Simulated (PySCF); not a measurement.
Compound: C6H7FNS (doublet state).
Z-matrix (Å and degrees, GFN2-xTB geometry), rows numbered from 1:
```
C 
C   1  1.4867
C   2  1.3727  1  122.60
S   3  1.7692  2  118.70  1     1.34
C   3  1.4057  2  120.70  1  -176.56
N   5  1.3348  3  122.61  2     0.19
C   6  1.2879  5  120.43  3    -1.30
C   2  1.4960  1  118.62  3  -179.74
F   8  1.4044  2  110.23  1    51.04
H   1  1.0916  2  110.11  3    58.66
H   1  1.0920  2  110.22  3   -59.00
H   1  1.0863  2  111.08  3   179.42
H   4  1.3319  3   95.58  2  -178.56
H   5  1.0800  3  121.48  2   177.82
H   7  1.0797  6  117.80  5   178.39
H   8  1.1086  2  110.26  1   -62.13
```

The hyperfine couplings belong to this conformer and change with its torsions.

Identity: `C[C]1C(=CN=C[C@@H]1F)S` [radical].

Level of theory: UKS B3LYP, pcH-1 on C F H N S, non-relativistic, mean-field spin-orbit, GIAO (PySCF 2.14.0). Geometry: GFN2-xTB, one conformer, isolated molecule. The geometry wasn't refined by DFT: couplings that depend on bond lengths, twists or pyramidal angles can differ widely from those at the functional's own minimum. The SCF solution wasn't tested for stability. ⟨S²⟩ is 0.785 where a pure state has 0.75.

Q: Break the g tensor into its mass correction, gauge correction and orbital-Zeeman/spin–orbit terms.

A: 
| Δg (ppm) | 1 | 2 | 3 |
| --- | --- | --- | --- |
| relativistic mass correction | -147 | -147 | -147 |
| gauge correction | 16 | 53 | 19 |
| orbital Zeeman/spin–orbit | -941 | -433 | 242 |
| total | -1072 | -527 | 114 |

So g = 2.00125, 2.00179, 2.00243 and g_iso = 2.00182; the tensor is rhombic: the two nearest values differ by 46 % of g3 − g1. 

Q: Average each term over the three axes. Which is largest in size?

A: The orbital-Zeeman/spin–orbit term -377, the mass correction -147 and the gauge correction 30 ppm, for a total of -495 ppm. The orbital-Zeeman/spin–orbit term is the largest in size. The mass correction is the same along every axis, so the anisotropy comes from the other two: their spans along these axes are 37 (gauge) and 1183 ppm (orbital Zeeman/spin–orbit).

Q: At 9.519 GHz, how far is the centre of the isotropic spectrum from where a free electron (g = 2.002319) resonates?

A: B = hν/(g μB) with μB/h = 13.99624 MHz/mT gives 339.66 mT for the free electron and 339.75 mT at g_iso, 0.08 mT higher.

Q: What are the electron Larmor frequencies g μB B/h along the three axes at 350 mT?

A: 9.8035, 9.8062, 9.8093 GHz for g1, g2 and g3, a range of 5.8 MHz.

Q: In a frozen sample, at which fields do the three g values resonate at 9.5, 34, 94 and 263 GHz (hyperfine left aside), and which band first spreads them over more than twice a line width of 1.0 mT?

A: 
| band | GHz | B(g3) mT | B(g2) mT | B(g1) mT | spread mT |
| --- | --- | --- | --- | --- | --- |
| X | 9.5 | 338.96 | 339.07 | 339.17 | 0.20 |
| Q | 34.0 | 1213.14 | 1213.52 | 1213.85 | 0.72 |
| W | 94.0 | 3353.96 | 3355.04 | 3355.95 | 1.99 |
| J | 263.0 | 9383.96 | 9386.96 | 9389.52 | 5.56 |

The spread grows in proportion to the frequency. J band is the first where it exceeds 2.0 mT.

Largest spin populations (Mulliken): C5 (+0.52), C7 (+0.43), C2 (+0.40) and C3 (-0.18). Three atoms exceed +0.15. The angles at C5 add up to 360.0°, so it is planar.

The HOMO–LUMO gaps are 4.78 eV among the α and 3.21 eV among the β orbitals.

The SMILES draws the unpaired electron on C2; the largest computed Mulliken spin population is on C5 (0.52 against 0.40).
